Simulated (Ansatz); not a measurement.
`C[CH2][Sn]([CH3])([Br])[N](C)C` → Br• + 5 C• + 14 H• + N• + Sn•  (atomization)

Calculated with Ansatz (gas phase, PBE0-D4/def2-TZVP geometries, no zero-point term in ΔE). CBS: MP2 limit from def2 TZ/QZ plus the TZ coupled-cluster correction, frozen cores. This one scheme is used for every species, atoms too. DFT in def2-TZVPP. No spin–orbit coupling; open shells (•) take unrestricted orbitals. Spin–orbit coupling would lower the free atoms: a little for C; clearly for Br; strongly for Sn. def2 core potentials past Kr. For Br, Sn outer-core shells are correlated without core-valence functions, so the limit isn't a true one: a few kJ/mol of doubt a bond, and 10 to 20 or more in all where bonds break to atoms. Scalar relativity is left out up to krypton. Each species was taken in one conformer, which may not be the lowest.

CCSD(T)/CBS gives +8067.7 kJ/mol.

(1) Another level gave +8066.6 kJ/mol. Which?
A. PBE0-D4/def2-TZVPP
B. PBE-QIDH/def2-TZVPP
C. PBE/def2-TZVPP
D. r2SCAN/def2-TZVPP

Largest T1 diagnostic among the species: 0.011.

Results:

(1) A. PBE0-D4 8066.6, PBE 8107.1, r2SCAN 8019.7, PBE-QIDH 8003.9 kJ/mol.

From r2SCAN to r2SCAN0 (25 % exact exchange), in def2-TZVPP and without D4, ΔE moves by −84.6 kJ/mol: exact exchange takes away binding that semilocal exchange gives to molecules. At CCSD(T), def2-SVP lies −426.3 kJ/mol from the extrapolated value and def2-TZVPP −206.7 kJ/mol: correlation converges slowly with the basis, and small sets miss more of it in the bonded molecule than in its fragments.

For atomizations the MP2-based limit and the directly extrapolated one differ by several kJ/mol either way, and by 10 to 25 for some Ge, Se and Sn compounds, so smaller differences from it don't rank the levels.
